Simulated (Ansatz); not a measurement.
```yaml
crystal:
  periodic: [false, false, false]
  atoms:
    - {symbol: F, position_ang: [-1.963799, 1.133505, 0.641856]}
    - {symbol: C, position_ang: [-0.946219, 0.505247, 1.278418]}
    - {symbol: F, position_ang: [-1.437868, 0.301826, 2.785307]}
    - {symbol: F, position_ang: [-0.200286, 1.670975, 1.507219]}
    - {symbol: C, position_ang: [-0.312529, -0.762433, 1.098659]}
    - {symbol: O, position_ang: [0.369747, -0.635221, -0.292101]}
    - {symbol: Hf, position_ang: [1.018581, -0.383521, -2.166485]}
    - {symbol: Cl, position_ang: [3.616496, -0.451802, -1.773282]}
    - {symbol: Cl, position_ang: [0.798057, 1.953591, -2.291691]}
    - {symbol: Cl, position_ang: [-0.052824, -1.035856, -3.733266]}
    - {symbol: H, position_ang: [0.621530, -0.926374, 1.896194]}
    - {symbol: H, position_ang: [-1.100919, -1.577829, 0.936250]}
basis:
  gaussian: {orbitals: def2-TZVP}
magnetization: {spin_polarized: true, initial_magnetization: 0}
hamiltonian: {xc: {name: wB97X-V}}
accuracy: high
kpoints: {mp_grid: {grid: [2, 2, 2]}}
output: {forces: true}
```

```sh
$ ansatz run in.yaml --threads 4 --pin off --events-out ev --progress --plain --max-ram 66560MiB --backend cuda --devices 0, --max-vram 37GiB
```

Shortened log:

```
Error: invalid value for `basis.gaussian`: such a run doesn't read kpoints; remove what it names
```

**Question.** Something in this input is off. What?

**Answer.** The input holds a key that doesn't belong there. The input was rejected before any iteration.
